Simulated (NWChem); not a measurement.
**Basis-set convergence for thiourea (CH4N2S)**

SMILES: NC(N)=S
```xyz
8

N     -1.0965    -0.3516    -1.0488
C      0.0000     0.0000    -0.3153
N      1.0965     0.3516    -1.0488
S      0.0000     0.0000     1.3534
H     -1.1896    -0.0546    -2.0147
H     -1.9524    -0.4855    -0.5252
H      1.1896     0.0546    -2.0147
H      1.9524     0.4855    -0.5252
```
Charge 0, spin multiplicity 1.

Program: NWChem. Structure: optimised with B3LYP/def2-SVP, a minimum by its harmonic frequencies. It is one conformer; others weren't searched.

Quantity: dipole moment at the level B3LYP.

B3LYP has NWChem's definition, with VWN1-RPA local correlation. The Pople sets run with spherical d functions.

| basis | functions | dipole moment (D) |
|---|---|---|
| STO-3G | 28 | [?] |
| def2-SVP | 80 | [?] |
| def2-SVPD | 119 | 5.04 |
| 6-311++G** | 124 | [?] |
| aug-pcseg-1 | 132 | 4.99 |
| aug-cc-pVDZ | 132 | 4.99 |
| def2-TZVP | 154 | 4.98 |
| cc-pVTZ | 180 | 5.04 |
| def2-TZVPP | 191 | 4.96 |
| def2-TZVPD | 193 | 4.94 |

**Question.** Some entries are withheld; supply them.

**Answer.** 
- STO-3G, dipole moment (D): 3.51
- def2-SVP, dipole moment (D): 4.91
- 6-311++G**, dipole moment (D): 5.02
